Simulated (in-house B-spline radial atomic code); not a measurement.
Configurations of Cd2+, with energies counted from [Kr] 4d10. Method: scalar-relativistic (X2C) LC-wPBE, spin-polarised, spherical fractional occupations, exact exchange averaged over the configuration, Fermi nucleus of rms radius 4.6087 fm. Calculated with a B-spline radial code for spherical atoms. Shells without spins written out take the highest spin.

Occupations are held fixed; configurations that lie above the ionisation limit could autoionise.

```
             configuration  E - E(ref) (eV)  highest orbital  its <r> (bohr)
              [Kr] 4d9 5s1           10.133            5s up           2.385
              [Kr] 4d9 5f1           32.384            5f up           9.698
[Ar] 3d10 4s2 4p5 4d10 5d1           82.717            5d up           4.294
[Ar] 3d10 4s2 4p5 4d10 4f1           86.683            4f up            5.55
 [Ar] 3d9 4s2 4p6 4d10 5s1           403.78            5s up           2.368
 [Ar] 3d9 4s2 4p6 4d10 4f1           423.34            4f up           5.591
```

Order these further configurations by energy, lowest first.
A. [Ar] 3d10 4s2 4p5 4d10 5f1
B. [Kr] 4d9 4f1
C. [Ar] 3d9 4s2 4p6 4d10 5f1
D. [Ar] 3d9 4s2 4p6 4d10 5p1
E. [Ar] 3d10 4s2 4p5 4d10 5s1

B (29.539 eV), E (67.167 eV), A (89.528 eV), D (411 eV), C (426.18 eV).

How far above the reference does [Kr] 4d9 5p1 lie?

17.326 eV; its least bound orbital is 5p up with <r> = 2.86 bohr.
